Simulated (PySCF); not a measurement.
# What a mistake does to a calculation on B2CH7Si

Calculated results; nothing here was measured. They come from PySCF 2.14.0, an open-source quantum chemistry program, on an isolated molecule that a program drew, which may never have been made. The molecule is B2CH7Si (charge 0, doublet), drawn as the SMILES string `[BH]B[SiH2]C`.

Each row is a Hartree-Fock (HF) and frozen-core CCSD(T) single point in the cc-pV(D+d)Z basis, meant for a local HF minimum. Run 1 is clean. Each other run has one planted mistake out of seven kinds, and not every kind appears here: one electron removed, one electron added, multiplicity raised by two, geometry at a saddle point, minimal basis STO-3G, one bond length entered in bohr, all coordinates scaled. The reference is restricted for singlets and unrestricted otherwise, and also for a bond in bohr. Adding or removing an electron swaps singlet and doublet. Electrons count all cores. HOMO and LUMO are orbital energies over both spins, the gradient is its largest component, and the lowest frequency (negative if imaginary) is given only where the gradient is small. Bond lengths are over the 10 bonds as drawn. T1 is the CCSD diagnostic: over 0.02 (restricted) or 0.045 (unrestricted) a single reference is doubtful.

Geometry of the clean run:
```xyz
11
B2CH7Si, angstrom
B    -1.4503   -1.7973   -0.5195
B    -0.7271   -1.1963    0.7518
Si    1.2793   -0.8197    0.7016
C     2.1878   -1.7006    2.1051
H    -1.9372   -2.2468   -1.4995
H    -1.3332   -0.9513    1.7609
H     1.4904    0.6488    0.8267
H     1.8912   -1.2288   -0.5936
H     2.0713   -2.7851    2.0274
H     3.2567   -1.4727    2.0794
H     1.7957   -1.3876    3.0765
```

| run | electrons | basis functions | <S^2> | HOMO (eV) | LUMO (eV) | gradient (hartree/bohr) | lowest frequency (cm^-1) | mean bond (Å) | longest bond (Å) | T1 | HF (hartree) | CCSD(T) (hartree) | mistake |
|---|---|---|---|---|---|---|---|---|---|---|---|---|---|
| 1 | 37 | 100 | 0.757 | -8.82 | 0.94 | 2.7e-05 | 61 | 1.4157 | 2.042 | 0.0176 | -380.17261 | -380.64422 | no fault |
| 2 | 37 | 100 | 0.757 | -8.89 | 0.94 | 2.1e-02 | - | 1.3803 | 1.991 | 0.0172 | -380.16667 | -380.63603 | all coordinates scaled |
| 3 | 38 | 100 | 0.000 | -0.99 | 7.75 | 4.1e-02 | - | 1.4157 | 2.042 | 0.0174 | -380.17050 | -380.68576 | ? |
| 4 | 37 | 100 | 1.499 | -9.04 | 0.95 | 1.7e-02 | - | 1.5227 | 2.272 | 0.0434 | -380.06690 | -380.53174 | ? |

**Which mistake was planted in run 3, and what did it cost?**

It counts 38 electrons, one more than the clean run, at the same geometry and basis. So the mistake is: one electron added. Subtracting run 1 and multiplying by 627.51 kcal/mol a hartree, the energy moved by 1.3 kcal/mol in HF and -26.1 kcal/mol in CCSD(T).

**Which mistake was planted in run 4, and what did it cost?**

The mean bond changes by a factor of 1.076 and the longest by 1.113, so the molecule wasn't scaled as a whole. A length L in bohr read as angstrom grows by (1/0.5292 - 1) L = 0.890 L. The 10 bonds together grew by 10 x 0.1070 = 1.070 Å, which gives L = 1.203 Å. That is bond B2-H6, 1.202 Å in the clean geometry. So the mistake is: one bond length entered in bohr. Subtracting run 1 and multiplying by 627.51 kcal/mol a hartree, the energy moved by 66.3 kcal/mol in HF and 70.6 kcal/mol in CCSD(T).

